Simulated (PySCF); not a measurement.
Broadened absorption spectrum of boron monobromide

Boron monobromide, BBr (singlet state).
Bonds: B1–Br2.

The calculation used PySCF 2.14.0, density-fitted response routines, TDDFT PBE0/def2-SVPD, vertical, gas phase, core orbitals frozen in the response. Isolated species at its PBE0-D3(BJ)/def2-SVP geometry, gas phase. Relativistic effects, spin–orbit coupling among them, are left out although an element past zinc is present.

Computed states:

```json
{"state": "S1", "E (eV)": "4.00", "f": "0.038"}
{"state": "S2", "E (eV)": "4.00", "f": "0.038"}
{"state": "S3", "E (eV)": "6.06", "f": "0.0000"}
{"state": "S4", "E (eV)": "6.19", "f": "0.0000"}
{"state": "S5", "E (eV)": "6.19", "f": "0.0000"}
{"state": "S6", "E (eV)": "6.77", "f": "0.075"}
{"state": "S7", "E (eV)": "7.14", "f": "0.018"}
{"state": "S8", "E (eV)": "7.81", "f": "0.570"}
{"state": "S9", "E (eV)": "7.90", "f": "0.055"}
{"state": "S10", "E (eV)": "7.90", "f": "0.055"}
```

Each state is given a Gaussian of 0.5 eV full width at half maximum, with ε(max) = 2.175×10⁸ f / Δν̃ (Δν̃ the width in cm⁻¹). The width is an assumption, not a result. The curve ends short of the highest state used, and states not computed would add to its high-energy end.

(1) Give the broadened spectrum and its maxima.

(2) On this curve, what absorbance would a 10⁻⁴ mol/L sample give at 365 nm over a 1 cm path?

(3) Coming from long wavelengths, where does ε first pass 100 L mol⁻¹ cm⁻¹?

## Answers

(1) 
```
E (eV)  ε (L mol⁻¹ cm⁻¹)
  3.25                 8
  3.35                37
  3.44               125
  3.53               351
  3.63               893
  3.72              1716
  3.82              2869
  3.91              3770
  4.01              4136
  4.10              3719
  4.19              2794
  4.29              1647
  4.38               847
  4.48               328
  4.57               115
  4.67                29
  4.76                 7
  4.85                 1
  4.95                 0
  5.04                 0
  5.14                 0
  5.23                 0
  5.33                 0
  5.42                 0
  5.51                 0
  5.61                 0
  5.70                 0
  5.80                 0
  5.89                 1
  5.99                 4
  6.08                19
  6.17                71
  6.27               242
  6.36               607
  6.46              1365
  6.55              2347
  6.65              3492
  6.74              4175
  6.83              4257
  6.93              3700
  7.02              2934
  7.12              2216
  7.21              2041
  7.30              2817
```

Maxima: 310 nm (4.00 eV), ε about 4100, made up of S1 (50%) and S2 (50%); 182 nm (6.80 eV), ε about 4300, made up of S6 (94%) (ε in L mol⁻¹ cm⁻¹; maxima over ε = 5, shares over 10%). At its high-energy end, 7.30 eV, the curve is still rising (ε about 2800, from S7 and S8).

(2) 365 nm is 3.397 eV, where ε is about 71 L mol⁻¹ cm⁻¹, so A = ε c l ≈ 0.0071 (Beer–Lambert, with the gas-phase spectrum and the assumed width).

(3) At about 362 nm (3.42 eV), 0.58 eV below S1.

The vertical ionisation energy (ΔSCF) is 9.70 eV, 1.79 eV above S10.

On one thread of an Arm Neoverse V2, no GPU, on a shared host, this took 3.0 s of wall time and 0.28 GiB of memory at its peak.
